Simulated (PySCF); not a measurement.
TPSS on As⁻ (arsenic, charge -1), [Ar] 3d10 4s2 4p4, high-spin 3P determinant. Calculation: PySCF 2.14, in aug-cc-pwCVDZ-PP with ECP10MDF (6s5p4d1f, 48 functions); a scalar-relativistic core potential.

```
cycle= 1 E= -332.356170904564  delta_E= -0.0121  |g|= 0.101  |ddm|= 1.05
cycle= 2 E= -332.355946688496  delta_E= 0.000224  |g|= 0.112  |ddm|= 0.236
cycle= 3 E= -332.357323070642  delta_E= -0.00138  |g|= 0.00687  |ddm|= 0.146
cycle= 4 E= -332.357357745567  delta_E= -3.47e-05  |g|= 0.00165  |ddm|= 0.0238
cycle= 5 E= -332.357361271492  delta_E= -3.53e-06  |g|= 0.000116  |ddm|= 0.00781
cycle= 6 E= -332.357361294045  delta_E= -2.26e-08  |g|= 7.64e-06  |ddm|= 0.000788
cycle= 7 E= -332.357361294081  delta_E= -3.68e-11  |g|= 7.01e-07  |ddm|= 3.66e-05
converged SCF energy = -332.357361294081  <S^2> = 2.0057497  2S+1 = 3.0038307
```

Highest occupied orbital energy: 1.769 eV; ⟨L²⟩ = 2.03; populations by l: s 4.00, p 10.00, d 10.00, f 0.00.

**Question.** Can this result be used?

**Answer.** With care. The calculation finished and met its thresholds. Energies and moments cover only the electrons outside the core potential. At TPSS the highest occupied level has a positive energy, so only the finite basis holds that electron; in a semilocal or global hybrid functional this comes from self-interaction and does not mean that the real anion is unbound.
